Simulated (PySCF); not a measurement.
SMILES c12ccccc1cccc2 (C10H8), GFN2-xTB optimised geometry.

```
18

C     -1.73    -1.82     0.00
C     -2.44    -0.61     0.00
C     -1.77     0.58     0.00
C     -0.36     0.61     0.00
C      0.36     1.82     0.00
C      1.73     1.82     0.00
C      2.44     0.61     0.00
C      1.77    -0.58     0.00
C      0.36    -0.61     0.00
C     -0.36    -1.82     0.00
H     -2.28    -2.76     0.00
H     -3.52    -0.63     0.00
H     -2.31     1.51     0.00
H     -0.19     2.76     0.00
H      2.28     2.76     0.00
H      3.52     0.63     0.00
H      2.31    -1.51     0.00
H      0.19    -2.76     0.00
```

Density from PBE0/def2-SVP (PySCF 2.14.0) at that geometry.

Minimum of the electron density along straight lines between bonded atoms, close to the bond critical point (lines longer than 1.1 times the sum of covalent radii, or with two minima, are not listed):

```csv
bond,length / Å,ρ at the minimum / e bohr⁻³,∇²ρ there / e bohr⁻⁵,position (fraction from the first atom)
C1–C2,1.404,0.302,-0.77,0.50
C2–C3,1.366,0.322,-0.84,0.50
C3–C4,1.411,0.299,-0.75,0.50
C4–C5,1.411,0.299,-0.75,0.50
C5–C6,1.366,0.322,-0.84,0.50
C6–C7,1.404,0.302,-0.77,0.50
C7–C8,1.366,0.322,-0.84,0.50
C4–C9,1.420,0.295,-0.73,0.50
C8–C9,1.411,0.299,-0.75,0.50
C1–C10,1.366,0.322,-0.84,0.50
C9–C10,1.411,0.299,-0.75,0.50
C1–H11,1.080,0.283,-1.08,0.63
C2–H12,1.080,0.283,-1.08,0.63
C3–H13,1.081,0.283,-1.07,0.63
C5–H14,1.081,0.283,-1.07,0.63
C6–H15,1.080,0.283,-1.08,0.63
C7–H16,1.080,0.283,-1.08,0.63
C8–H17,1.081,0.283,-1.07,0.63
C10–H18,1.081,0.283,-1.07,0.63
```
